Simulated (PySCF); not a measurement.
Zn(F)(SeH) (FHSeZn), SMILES [F][Zn][SeH]. Atoms are numbered in the order given.

```xyz
4

Zn    -0.0008     0.8649     0.0000
F      0.0034     2.6258     0.0000
Se    -0.0423    -1.4152     0.0000
H      1.4307    -1.4632     0.0000
```
Charge 0, spin multiplicity 1.

Coordinates come from a B3LYP-D3(BJ)/def2-TZVP optimisation. One conformer was computed; it need not be the lowest.

All values below come from TDDFT-PBE0/def2-SVPD run with PySCF.

Vertical excitations.  State labels are in the subgroup Cs.

Computed lowest excited states:
```csv
state,symmetry,energy (eV),λ (nm),f,main pairs
S1,A",4.50,275,0.031,HOMO→LUMO 99 %
S2,A",5.33,233,0.002,HOMO→LUMO+1 95 %
S3,A",5.97,208,0.008,HOMO→LUMO+3 95 %
S4,A',6.09,204,0.001,"HOMO→LUMO+2 75 %, HOMO−1→LUMO 24 %"
S5,A',6.98,178,0.310,"HOMO−1→LUMO 48 %, HOMO−1→LUMO+1 28 %, HOMO→LUMO+2 12 %"
S6,A',7.06,176,0.008,HOMO−2→LUMO 90 %
S7,A",7.11,174,0.022,HOMO−3→LUMO 97 %
S8,A",7.33,169,0.017,HOMO→LUMO+4 96 %
S9,A',7.50,165,0.300,"HOMO−1→LUMO+1 61 %, HOMO−1→LUMO 18 %"
S10,A",7.69,161,0.006,HOMO→LUMO+5 98 %
T1,A",4.13,300,0,HOMO→LUMO 98 %
T2,A",4.98,249,0,"HOMO→LUMO+1 78 %, HOMO→LUMO+3 20 %"
T3,A',5.48,226,0,"HOMO−1→LUMO 52 %, HOMO→LUMO+2 44 %"
T4,A",5.72,217,0,"HOMO→LUMO+3 77 %, HOMO→LUMO+1 21 %"
```
Triplets are in the Tamm–Dancoff approximation, which puts them higher than full response would, so one can lie above its singlet here.
